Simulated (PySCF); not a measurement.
Predicted microwave data (PBE0/pcSseg-1 in PySCF (dipole) on a GFN2-xTB geometry, gas phase) for one isomer of C8H6ClN3:

```
Rotational constants : A = 3648, B = 380.4, C = 344.5 MHz
Dipole components    : |μa| = 2.00 D, |μb| = 0.00 D, |μc| = 0.00 D
Inertial defect      : 0.00 u·Å²
κ                    : -0.98
```

Question: Which structure is it? (One computed conformer of each.)
A. `[Cl:1][c:2]1[cH:3][cH:4][c:5](-[n:6]2[cH:7][n:8][n:9][cH:10]2)[cH:11][cH:12]1` with C4–C5–N6–C7 -33°
B. `[Cl:1][c:2]1[cH:3][cH:4][c:5](-[n:6]2[n:7][cH:8][cH:9][n:10]2)[cH:11][cH:12]1` with C4–C5–N6–N7 180°

Answer: B. It is Clc1ccc(-n2nccn2)cc1, a near-prolate asymmetric top, point group C2v. The candidates at the same level (rigid rotor, commonest isotopes):

```tsv
SMILES	A (MHz)	B (MHz)	C (MHz)	μa (D)	μb (D)	μc (D)	Δ (u·Å²)	point group	rotor
Clc1ccc(-n2nccn2)cc1	3648	380.4	344.5	2.00	0.00	0.00	0.00	C2v	near-prolate asymmetric top
Clc1ccc(-n2cnnc2)cc1	3687	363.4	335.2	4.50	0.00	0.00	-20.24	C2	near-prolate asymmetric top
```

`Clc1ccc(-n2cnnc2)cc1` has B 4 % too low. In the right answer the symmetry axis of this C2v structure is a, so μb and μc vanish by symmetry. No structure here is proved a minimum.
